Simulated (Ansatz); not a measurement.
Abridged output of a molecular run in Ansatz:

```
Functional definition: HF
1029 factors; integrals over basis functions are off by at most 1.4e-3 eV
mean field evaluation 1: about -52555.3433 eV, gradient 4.4e1 eV
mean field evaluation 2: about -52555.4369 eV, gradient 4.4e1 eV
mean field evaluation 4: about -52559.5587 eV, gradient 3.6e0 eV
mean field evaluation 8: about -52559.6086 eV, gradient 1.0e-1 eV
mean field -52559.60867406 eV, -1931.5299925894 hartree, gradient 1.3e-6 eV, S^2 0.000000; 0 other end points of the search recorded, 0 dependent functions left out
8 core orbitals not correlated: weight in the atoms' cores, before any rotation towards them, 1.000 or more for the frozen orbitals, at most 0.000 for the correlated occupied ones
reference -52559.60867406 eV, -1931.5299925894 hartree; 20, 20 occupied and 75, 75 virtual orbitals, 1029 factors
second order -23.40750944 eV of doubles, -0.00000000 eV of singles
cycle   1  -22.78232708 eV  change    6.3e-1 eV  update   1.3e-1
cycle   2  -23.45298790 eV  change   -6.7e-1 eV  update   4.5e-2
cycle   3  -23.60186632 eV  change   -1.5e-1 eV  update   2.2e-2
cycle   4  -23.59668447 eV  change    5.2e-3 eV  update   6.8e-3
cycle   5  -23.59084255 eV  change    5.8e-3 eV  update   3.4e-3
cycle   6  -23.59075420 eV  change    8.8e-5 eV  update   1.0e-3
cycle   7  -23.59013640 eV  change    6.2e-4 eV  update   3.5e-4
cycle   8  -23.58996363 eV  change    1.7e-4 eV  update   1.1e-4
cycle   9  -23.58997111 eV  change   -7.5e-6 eV  update   4.2e-5
perturbative correction -0.64992457 eV, -0.0238842875 hartree
Total energy: -52583.84856974 eV, -1932.4207923253 hartree
```

Its atoms:

Cartesian coordinates in Å:
```
C 0.447 -1.388 0.338
C 0.305 0.069 0.773
Zn -0.394 1.269 -0.572
O -0.925 2.432 -1.813
H 1.117 -1.497 -0.519
H 0.853 -2.009 1.144
H -0.513 -1.825 0.050
H -0.345 0.142 1.650
H 1.275 0.467 1.088
H -1.820 2.340 -2.140
```

Problem. Which basis set was used?
A. def2-SVP
B. cc-pV(Q+d)Z
C. def2-QZVPP
D. def2-TZVPP

Solution. A. It gives 103 functions.

Problem. Write the keys of the input that set method, charge and spin (a neutral closed shell needs none for the last two).

Solution. 
```yaml
correlation: {method: ccsd_t}
```
